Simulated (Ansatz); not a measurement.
A CCSD(T) single point on C₂H₉InO, SMILES `C[O+](C)[InH3-]`.

```yaml
crystal:
  periodic: [false, false, false]
  atoms:
    - {symbol: C, position_ang: [-0.440499, 1.268820, -0.678071]}
    - {symbol: O, position_ang: [-0.312082, 0.233069, 0.278212]}
    - {symbol: C, position_ang: [0.683062, 0.505124, 1.247451]}
    - {symbol: In, position_ang: [-0.325946, -1.990224, -0.597050]}
    - {symbol: H, position_ang: [-1.237225, 0.981617, -1.362615]}
    - {symbol: H, position_ang: [-0.704502, 2.207229, -0.180197]}
    - {symbol: H, position_ang: [0.493085, 1.400920, -1.236107]}
    - {symbol: H, position_ang: [0.440939, 1.428320, 1.783438]}
    - {symbol: H, position_ang: [1.667760, 0.602932, 0.777069]}
    - {symbol: H, position_ang: [0.693489, -0.330730, 1.945348]}
    - {symbol: H, position_ang: [-1.790531, -1.783876, -1.496492]}
    - {symbol: H, position_ang: [-0.338884, -2.757180, 0.954830]}
    - {symbol: H, position_ang: [1.191835, -1.800821, -1.420815]}
basis:
  gaussian: {orbitals: def2-TZVPP}
correlation: {method: ccsd_t}
output: {orbitals: {seedname: orbitals}}
```

```sh
$ ansatz run in.yaml --threads 4 --pin off --events-out ev --progress --plain
```

Output of Ansatz, abridged:

```
Functional definition: HF
1752 factors; integrals over basis functions are off by at most 8.9e-4 eV
mean field evaluation 1: about -9387.2677 eV, gradient 2.8e1 eV
mean field evaluation 2: about -9387.4501 eV, gradient 2.8e1 eV
mean field evaluation 4: about -9389.5917 eV, gradient 4.9e0 eV
mean field evaluation 8: about -9389.6417 eV, gradient 1.6e-1 eV
mean field -9389.64176549 eV, -345.0629703539 hartree, gradient 9.5e-7 eV, S^2 0.000000; 0 other end points of the search recorded, 0 dependent functions left out
7 core orbitals not correlated: weight in the atoms' cores, before any rotation towards them, 1.000 or more for the frozen orbitals, at most 0.000 for the correlated occupied ones
reference -9389.64176549 eV, -345.0629703539 hartree; 18, 18 occupied and 244, 244 virtual orbitals, 1752 factors
second order -24.78175566 eV of doubles, -0.00000000 eV of singles
cycle   1  -25.13522704 eV  change   -3.5e-1 eV  update   1.1e-1
cycle   2  -25.80874937 eV  change   -6.7e-1 eV  update   3.2e-2
cycle   3  -25.92050155 eV  change   -1.1e-1 eV  update   1.6e-2
cycle   4  -25.91151944 eV  change    9.0e-3 eV  update   3.8e-3
cycle   5  -25.90908747 eV  change    2.4e-3 eV  update   1.5e-3
cycle   6  -25.90924481 eV  change   -1.6e-4 eV  update   3.7e-4
cycle   7  -25.90906555 eV  change    1.8e-4 eV  update   1.6e-4
cycle   8  -25.90900856 eV  change    5.7e-5 eV  update   5.1e-5
cycle   9  -25.90902759 eV  change   -1.9e-5 eV  update   2.3e-5
perturbative correction -0.83717331 eV, -0.0307655518 hartree
Total energy: -9416.38796639 eV, -346.0458751077 hartree
```

Hardware: 4 threads of a server CPU on a shared host. Wall time 2.7 min, peak host memory 7.8 GiB.

The correlation energy is -26.746 eV, 3.1 % of it from (T); the T1 diagnostic reads 0.0124.
